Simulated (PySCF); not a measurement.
Energy of Au⁺ (gold, charge +1) between two integer charges

The 5d beta orbital of [Xe] 4f14 5d10 is emptied in steps (occupation f), with all orbitals relaxed, ending at [Xe] 4f14 5d9. All numbers are calculated (PySCF 2.14, scalar relativity through the core potential, in aug-cc-pVTZ-PP with ECP60MDF (6s6p5d3f2g, 88 functions)). The exact energy is a straight line in f; departures are measured from the line between the end points of the same method.

```
  f  PBE0 (eV)  r2SCAN (eV)  LC-wPBE (eV)
  1      0.000        0.000         0.000
0.8     -0.612       -0.838        -0.150
0.6     -0.922       -1.260        -0.228
0.4     -0.925       -1.263        -0.232
0.2     -0.619       -0.843        -0.156
  0      0.000        0.000         0.000
```

Task: For PBE0, how does the orbital energy at f = 1 compare with the removal energy?

Result: −ε = 16.917 eV against a total-energy difference of 20.718 eV. By Janak's theorem ε = ∂E/∂f, so the gap between them reflects the curvature. Along the path −ε is 18.408 (f = 0.8), 19.931 (f = 0.6), 21.474 (f = 0.4), 23.030 (f = 0.2) eV.

```
 method  E(f=0) − E(f=1) (eV)  −ε at f=1 (eV)  −ε at f=0.4 (eV)
   PBE0                20.718          16.917            21.474
 r2SCAN                20.682          15.466            21.723
LC-wPBE                20.552          19.637            20.729
```

Reference removal energy between the ground levels: 20.203 ± 0.025 eV (measured; NIST Atomic Spectra Database, ionization energies). The calculation has no spin-orbit coupling.
